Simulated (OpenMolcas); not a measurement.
**Ni V: effect of the IPEA shift**

- Program: OpenMolcas
- Basis: ANO-RCC-VDZP [5s4p2d1f]
- Scalar Hamiltonian: DKH2, point nucleus
- Active space: 6 electrons in 5 orbitals (3d)
- State averaging: 2S+1 = 5 even, 5 roots; 2S+1 = 3 even, 45 roots; 2S+1 = 1 even, 50 roots
- Spin-orbit coupling: state interaction with AMFI integrals over the reference wave functions, term energies averaged over their components

Methods on the same reference wave functions:
A. CASSCF
B. MS-CASPT2, IPEA 0 Eh, imaginary shift 0.1 Eh (closed shells correlated: 3s 3p)
C. MS-CASPT2, IPEA 0.25 Eh, imaginary shift 0.1 Eh (closed shells correlated: 3s 3p)

Energies in cm⁻¹ above 3d⁶ ⁵D₄, the measured ground level; measured values from Corliss and Sugar, J. Phys. Chem. Ref. Data 10, 197 (1981).

```
     Level      A      B      C  Measured
   3d⁶ ⁵D₄    0.0    0.0    0.0       0.0
   3d⁶ ⁵D₃    913    919    918       890
   3d⁶ ⁵D₂   1542   1539   1539      1490
   3d⁶ ⁵D₁   1945   1934   1935      1872
   3d⁶ ⁵D₀   2142   2130   2130      2058
   3d⁶ ³H₆  29494  28290  28700     27111
   3d⁶ ³H₅  29937  28700  29120     27578
   3d⁶ ³H₄  30241  28870  29310     27859
3d⁶ ³P₂(1)  32045  25910  26600     26153
3d⁶ ³F₄(1)  33667  29730  30320     29124
3d⁶ ³F₃(1)  34194  30100  30730     29571
3d⁶ ³F₂(1)  34596  30430  31060     29899
3d⁶ ³P₁(1)  34705  28570  29260     28698
3d⁶ ³P₀(1)  35728  29600  30290     29640
   3d⁶ ³G₅  37250  34790  35250     33256
   3d⁶ ³G₄  38138  35580  36050     34062
   3d⁶ ³G₃  38472  35910  36380     34416
   3d⁶ ¹I₆  44553  43490  43700     41252
3d⁶ ¹G₄(1)  47152  44220  44480     42208
   3d⁶ ³D₁  48099  43460  44030     41701
   3d⁶ ³D₂  48116  43420  43990     41627
   3d⁶ ³D₃  48381  43740  44310     41920
3d⁶ ¹S₀(1)  54691  48930  49550     47700
3d⁶ ¹D₂(1)  58374  50840  51160     48607
```

Deviations, from unrounded energies. A percentage is the sum of absolute deviations over the sum of measured energies, with the sign that they share, or ± where signs differ.

```csv
Against measurement,Levels,A,B,C
mean absolute deviation (cm-1),23,4200,1000,1400
fine structure of the ground term (%),4,+3.7,+3.3,+3.4
other terms of the ground configuration (%),19,+14.4,±3.5,+4.8
```

B lies closest to measurement on these levels and A furthest from it. The largest miss of B in the table is 3d⁶ ¹I₆, by +2200 cm-1. The ranking rests on the paired levels alone, and a cruder setting can come out closer through cancelling errors.

Between B and C the level of the table that moves most is 3d⁶ ³P₁(1), by 690 cm-1 (lowest in B, highest in C). Moves below CASPT2's spread within the term are not significant.

The mean deviations of B to C differ by less than CASPT2's widest spread within a term (860 cm-1), so their order carries little weight.

From A to B the spin-free energies of the other terms of 3d⁶ shown, above ⁵D, scale by factors of 0.81 to 0.98.

The lowest spin-free term lies below A's lowest term by 0.300 hartree in B, 0.293 hartree in C.

Term energies are means over components that CASPT2 splits; among the terms shown or strongly mixed into the levels shown the widest spread is 860 cm-1 (3d⁶ ¹I, C). The basis is small and was not contracted for so high a charge. The CASPT2 spread within a term exceeds the gap to the next term for 3d⁶ ¹I and 3d⁶ ³D, 3d⁶ ³D and 3d⁶ ¹G(1), so the order of their levels is uncertain (figures for B; the like holds for C). Without dynamic correlation excited terms often stand tens of per cent too high (terms of higher spin than the ground term too low), and those without a measured partner can miss by more than the paired ones (holds for A). Some levels mix across a computed gap that differs much from the measured one, so their mixing is not that of the real levels (holds for B). Computed and measured levels are paired by configuration, term and J; levels that our copy of the source lacks, or whose pairing is in doubt (as where it misses far off the trend of its configuration), stay unpaired and out of the deviations. Only configurations of the active space appear. The table leaves out levels that lie high or whose names do not pair safely across all columns.

A number in round brackets counts repeated terms of one configuration in the order of the reference energies.
